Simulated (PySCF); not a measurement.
PySCF input file for (1E)-1-bromobuta-1,3-diene (C4H5Br), SMILES C(=C\C=C)/Br, B3LYP-D3(BJ)/def2-SVP. The structure is a stationary point at B3LYP-D3(BJ)/def2-SVP. One conformer was computed; it need not be the lowest.

```python
import numpy as np
from pyscf import gto, scf, dft, df
from pyscf.hessian import thermo

mol = gto.M(
    atom='''
    C    -0.36922739    3.67548859    0.00000000
    C     0.38012502    2.56070435    0.00000000
    C    -0.16776692    1.21221473    0.00000000
    C     0.60213529    0.11318517    0.00000000
    Br   -0.09152475   -1.64470372    0.00000000
    H    -1.46251299    3.62613085    0.00000000
    H     0.08534800    4.66872699    0.00000000
    H     1.47306388    2.64635426    0.00000000
    H    -1.25787743    1.10862483    0.00000000
    H     1.69374888    0.14523627    0.00000000
    ''',
    basis='def2-SVP',
    charge=0,
    spin=0,
    max_memory=1600,
    verbose=3,
)
mf = dft.RKS(mol, xc='b3lyp').density_fit(auxbasis='def2-universal-jkfit')
mf.disp = 'd3bj'
mf.grids.level = 3
mf.conv_tol = 1e-11
mf.max_cycle = 100
mf.kernel()

# [left out here: the lines that compute and print the analytic Hessian (its translational invariance restored by hand, since the grid's response is missing), thermochemistry and intensities]
```

Log of the run:

```
converged SCF energy = -2729.16511763656

WARN: DFTD3 does not support analytical Hessian, using finite difference


WARN: Mole.unit (angstrom) is changed to Bohr

Mode                                 0                   1                   2
Irrep
Freq [cm^-1]                      146.1579            160.0103            239.8254
Reduced mass [au]                   3.0822              3.8788              2.3839
Force const [Dyne/A]                0.0388              0.0585              0.0808
Char temp [K]                     210.2887            230.2192            345.0554
Normal mode                   x     y     z       x     y     z       x     y     z
       0   C                 0.00  0.00  0.12    0.11  0.09 -0.00    0.00  0.00  0.04
       1   C                -0.00 -0.00 -0.04   -0.03 -0.01  0.00   -0.00 -0.00 -0.13
       2   C                -0.00  0.00 -0.20   -0.14  0.03  0.00   -0.00 -0.00  0.03
       3   C                -0.00  0.00 -0.03   -0.13  0.03 -0.00   -0.00  0.00  0.18
       4  Br                 0.00 -0.00  0.02    0.03 -0.03 -0.00    0.00 -0.00 -0.02
       5   H                 0.00  0.00  0.09    0.10  0.25 -0.00    0.00  0.00  0.34
       6   H                 0.00  0.00  0.30    0.25  0.03 -0.00    0.00 -0.00 -0.12
       7   H                -0.00 -0.00  0.02   -0.02 -0.12  0.00   -0.00 -0.00 -0.41
       8   H                -0.00  0.00 -0.37   -0.14  0.06  0.00   -0.00  0.00 -0.03
       9   H                -0.00  0.00  0.16   -0.13  0.09 -0.00   -0.00  0.00  0.28
Mode                                 3                   4                   5
Irrep
Freq [cm^-1]                      322.9314            453.4501            647.2470
Reduced mass [au]                   6.2862              2.7623              1.3365
Force const [Dyne/A]                0.3862              0.3346              0.3299
Char temp [K]                     464.6264            652.4138            931.2444
Normal mode                   x     y     z       x     y     z       x     y     z
       0   C                 0.04 -0.10 -0.00    0.01  0.12  0.00   -0.00 -0.00 -0.02
       1   C                -0.03 -0.14  0.00   -0.13  0.01  0.00    0.00 -0.00  0.13
       2   C                -0.07 -0.10  0.00    0.04 -0.08 -0.00   -0.00 -0.00 -0.02
       3   C                 0.00 -0.03 -0.00    0.13 -0.02 -0.00    0.00  0.00 -0.07
       4  Br                 0.01  0.06 -0.00   -0.01 -0.00  0.00   -0.00  0.00  0.00
       5   H                 0.04 -0.02 -0.00   -0.00  0.38 -0.00   -0.00 -0.00  0.39
       6   H                 0.12 -0.13 -0.00    0.25  0.01  0.00    0.00 -0.00 -0.61
       7   H                -0.03 -0.22  0.00   -0.13  0.01  0.00    0.00  0.00 -0.22
       8   H                -0.07 -0.13  0.00    0.05 -0.25 -0.00   -0.00 -0.00 -0.30
       9   H                 0.00  0.04 -0.00    0.13 -0.04 -0.00    0.00  0.00  0.26
Mode                                 6                   7                   8
Irrep
Freq [cm^-1]                      758.8750            833.6134            930.9514
Reduced mass [au]                   4.6631              1.7239              1.2841
Force const [Dyne/A]                1.5822              0.7058              0.6557
Char temp [K]                    1091.8522           1199.3840           1339.4318
Normal mode                   x     y     z       x     y     z       x     y     z
       0   C                 0.02 -0.05  0.00    0.00  0.00  0.01   -0.00 -0.00  0.14
       1   C                 0.00 -0.03 -0.00    0.00  0.00  0.07   -0.00 -0.00 -0.03
       2   C                -0.07  0.04  0.00   -0.00  0.00 -0.13    0.00  0.00 -0.02
       3   C                 0.13  0.19 -0.00    0.00  0.00  0.13   -0.00  0.00 -0.01
       4  Br                -0.01 -0.02 -0.00   -0.00 -0.00 -0.00    0.00 -0.00 -0.00
       5   H                 0.03 -0.11 -0.00    0.00 -0.00  0.10   -0.00  0.00 -0.65
       6   H                -0.03 -0.03  0.00   -0.00  0.00 -0.27    0.00 -0.00 -0.50
       7   H                 0.01 -0.13 -0.00    0.00 -0.00  0.00   -0.00  0.00 -0.12
       8   H                -0.06 -0.05  0.00   -0.00 -0.00  0.15    0.00  0.00  0.21
       9   H                 0.13  0.31  0.00    0.00  0.00 -0.66   -0.00 -0.00  0.16
Mode                                 9                  10                  11
Irrep
Freq [cm^-1]                      954.2902            965.5020           1037.5887
Reduced mass [au]                   1.5022              1.2762              1.1027
Force const [Dyne/A]                0.8060              0.7009              0.6995
Char temp [K]                    1373.0112           1389.1424           1492.8592
Normal mode                   x     y     z       x     y     z       x     y     z
       0   C                -0.05 -0.10 -0.00    0.00  0.00  0.05    0.00 -0.00 -0.02
       1   C                -0.02 -0.04 -0.00    0.00  0.00 -0.08    0.00 -0.00  0.08
       2   C                 0.07  0.08  0.00   -0.00 -0.00  0.10   -0.00 -0.00  0.03
       3   C                -0.03  0.04  0.00    0.00 -0.00  0.01    0.00  0.00  0.01
       4  Br                 0.00 -0.00  0.00    0.00  0.00  0.00   -0.00  0.00  0.00
       5   H                -0.07  0.43  0.00    0.00 -0.00 -0.06    0.00  0.00 -0.35
       6   H                 0.47 -0.34  0.00   -0.00  0.00 -0.23    0.00 -0.00  0.30
       7   H                -0.05  0.21  0.00    0.00 -0.00  0.30   -0.00  0.00 -0.73
       8   H                 0.06  0.25 -0.00   -0.00 -0.00 -0.69   -0.00  0.00 -0.34
       9   H                -0.03  0.01 -0.00    0.00 -0.00 -0.38   -0.00  0.00 -0.20
Mode                                12                  13                  14
Irrep
Freq [cm^-1]                     1166.9123           1230.3034           1293.3297
Reduced mass [au]                   1.6462              1.3454              1.3264
Force const [Dyne/A]                1.3207              1.1998              1.3072
Char temp [K]                    1678.9270           1770.1327           1860.8135
Normal mode                   x     y     z       x     y     z       x     y     z
       0   C                -0.03 -0.00  0.00    0.03  0.04 -0.00   -0.02  0.01  0.00
       1   C                 0.10  0.06 -0.00   -0.09 -0.06  0.00    0.03 -0.01 -0.00
       2   C                -0.07 -0.11  0.00    0.08  0.01 -0.00   -0.10 -0.03  0.00
       3   C                 0.02 -0.05 -0.00    0.01 -0.06 -0.00    0.09 -0.01  0.00
       4  Br                -0.00  0.00 -0.00   -0.00 -0.00  0.00    0.00  0.00 -0.00
       5   H                -0.04  0.19 -0.00    0.03 -0.12  0.00   -0.03  0.14 -0.00
       6   H                 0.06 -0.04 -0.00   -0.15  0.11 -0.00   -0.08  0.04 -0.00
       7   H                 0.08  0.45  0.00   -0.08 -0.17 -0.00    0.03  0.02  0.00
       8   H                -0.10  0.07 -0.00    0.02  0.61  0.00   -0.17  0.62 -0.00
       9   H                 0.01  0.55  0.00    0.00  0.51  0.00    0.11 -0.52 -0.00
Mode                                15                  16                  17
Irrep
Freq [cm^-1]                     1308.8562           1428.7546           1643.8657
Reduced mass [au]                   1.2940              1.2449              5.5753
Force const [Dyne/A]                1.3061              1.4972              8.8767
Char temp [K]                    1883.1527           2055.6598           2365.1567
Normal mode                   x     y     z       x     y     z       x     y     z
       0   C                -0.10  0.02 -0.00    0.04 -0.02 -0.00   -0.06  0.10 -0.00
       1   C                 0.09  0.01  0.00    0.01 -0.11  0.00    0.04 -0.07 -0.00
       2   C                 0.01  0.00  0.00    0.03  0.00  0.00    0.07 -0.15  0.00
       3   C                 0.00 -0.02  0.00   -0.03  0.05  0.00   -0.07  0.14  0.00
       4  Br                -0.00  0.00 -0.00    0.00 -0.00 -0.00    0.00 -0.00 -0.00
       5   H                -0.13  0.41 -0.00   -0.00  0.53  0.00   -0.06 -0.17  0.00
       6   H                -0.04  0.01  0.00   -0.58  0.28 -0.00    0.16  0.01  0.00
       7   H                 0.16 -0.72 -0.00   -0.02  0.26  0.00    0.05  0.03 -0.00
       8   H                 0.01 -0.05 -0.00    0.05 -0.10  0.00    0.07  0.14  0.00
       9   H                 0.00  0.14  0.00   -0.04 -0.03 -0.00   -0.10 -0.11 -0.00
Mode                                18                  19                  20
Irrep
Freq [cm^-1]                     1704.5436           3138.6136           3148.2907
Reduced mass [au]                   5.0541              1.0614              1.0918
Force const [Dyne/A]                8.6518              6.1602              6.3757
Char temp [K]                    2452.4588           4515.7662           4529.6894
Normal mode                   x     y     z       x     y     z       x     y     z
       0   C                 0.07 -0.12  0.00    0.04 -0.04 -0.00    0.03 -0.02  0.00
       1   C                -0.07  0.17 -0.00    0.03  0.01 -0.00   -0.07 -0.00  0.00
       2   C                 0.04 -0.12 -0.00   -0.01 -0.00  0.00    0.02  0.00 -0.00
       3   C                -0.04  0.07  0.00   -0.00 -0.00 -0.00    0.00  0.00 -0.00
       4  Br                 0.00 -0.00  0.00    0.00  0.00  0.00   -0.00 -0.00  0.00
       5   H                 0.08  0.16 -0.00   -0.65 -0.04 -0.00   -0.40 -0.02 -0.00
       6   H                -0.15 -0.03 -0.00    0.24  0.50  0.00    0.09  0.20  0.00
       7   H                -0.05 -0.19 -0.00   -0.44 -0.04  0.00    0.81  0.06 -0.00
       8   H                 0.03  0.15 -0.00    0.10  0.01  0.00   -0.18 -0.02 -0.00
       9   H                -0.05 -0.05 -0.00    0.01  0.00 -0.00   -0.02 -0.00 -0.00
Mode                                21                  22                  23
Irrep
Freq [cm^-1]                     3165.6663           3204.5126           3240.9152
Reduced mass [au]                   1.0916              1.0935              1.1172
Force const [Dyne/A]                6.4452              6.6160              6.9138
Char temp [K]                    4554.6890           4610.5802           4662.9554
Normal mode                   x     y     z       x     y     z       x     y     z
       0   C                -0.00 -0.00 -0.00    0.00  0.00  0.00    0.07  0.06  0.00
       1   C                 0.02 -0.00  0.00   -0.00 -0.00 -0.00    0.01 -0.00 -0.00
       2   C                 0.08  0.00 -0.00    0.00 -0.01 -0.00    0.00 -0.00 -0.00
       3   C                -0.00  0.00 -0.00   -0.08  0.00  0.00   -0.00  0.00  0.00
       4  Br                -0.00 -0.00  0.00    0.00  0.00 -0.00   -0.00 -0.00  0.00
       5   H                 0.01  0.00  0.00   -0.00 -0.00 -0.00   -0.57 -0.02 -0.00
       6   H                 0.01  0.03  0.00   -0.00 -0.00 -0.00   -0.31 -0.68 -0.00
       7   H                -0.20 -0.02  0.00    0.02  0.00  0.00   -0.09 -0.01  0.00
       8   H                -0.93 -0.09 -0.00    0.01  0.00 -0.00   -0.01 -0.00 -0.00
       9   H                 0.01  0.00 -0.00    0.95  0.01 -0.00   -0.00  0.00  0.00
temperature 298.1500 [K]
pressure 101325.00 [Pa]
Rotational constants [GHz] 28.82136 0.98609 0.95347
Symmetry number 1
Zero-point energy (ZPE) 0.07546 [Eh]   198131.541 [J/mol]
                           tot       elec      trans        rot        vib
Entropy [J/mol/K]       326.304      0.000    169.736    112.446     44.123
Cv [J/mol/K]             80.763      0.000     12.472     12.472     55.819
Cp [J/mol/K]             89.077      0.000     20.786     12.472     55.819
Internal energy [J/mol]                      3718.434   3718.434 205902.617
Internal energy [Eh]   -2729.08386  -2729.16512
Enthalpy [J/mol]                             6197.391   3718.434 205902.617
Enthalpy [Eh]          -2729.08292
Gibbs free energy [J/mol]                  -44409.283 -29807.216 192747.471
Gibbs free energy [Eh] -2729.11997
mode   freq/cm-1   IR/(km/mol)
   1      146.16         0.682
   2      160.01         0.942
   3      239.83         0.139
   4      322.93         5.009
   5      453.45         0.307
   6      647.25         1.268
   7      758.87        40.350
   8      833.61        19.291
   9      930.95        20.944
  10      954.29         2.464
  11      965.50        24.586
  12     1037.59        29.182
  13     1166.91         1.478
  14     1230.30        15.687
  15     1293.33        10.770
  16     1308.86         3.575
  17     1428.75         3.846
  18     1643.87        13.753
  19     1704.54        24.991
  20     3138.61         6.052
  21     3148.29         3.997
  22     3165.67         4.152
  23     3204.51         8.729
  24     3240.92         6.380
max |gradient| / (hartree/bohr): 6.445583713545153e-05
APT charges: [-0.1441  0.0839 -0.0963  0.2714 -0.2677  0.0356  0.0359  0.0171  0.0377
  0.0264]
```

The run converged.

Cost: very roughly 2.3 core-minutes.
